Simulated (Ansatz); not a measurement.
Hydrogen bromide: measurement beside calculation (Ansatz, PBE0-D4/def2-TZVP geometry).

Z-matrix (Å, degrees):
```
Br
H 1 1.420
```

Measured: 2558.939 ± 0.001 cm⁻¹ (H79Br fundamental band centre (1-0), high-resolution infrared absorption); 2558.559 ± 0.001 cm⁻¹ (H81Br fundamental band centre (1-0), high-resolution infrared absorption); 2649.855 cm⁻¹ (H79Br harmonic frequency omega_e, derived from observed band centres, infrared band centres with anharmonic analysis). Source: Infrared Spectrum of Hydrobromic Aid, 1960 (pmc:5287044).

Harmonic PBE0-D4 wavenumbers (cm⁻¹, unscaled): 2668. Fundamentals include anharmonicity and usually lie a few per cent under these; harmonic values from spectra compare directly.
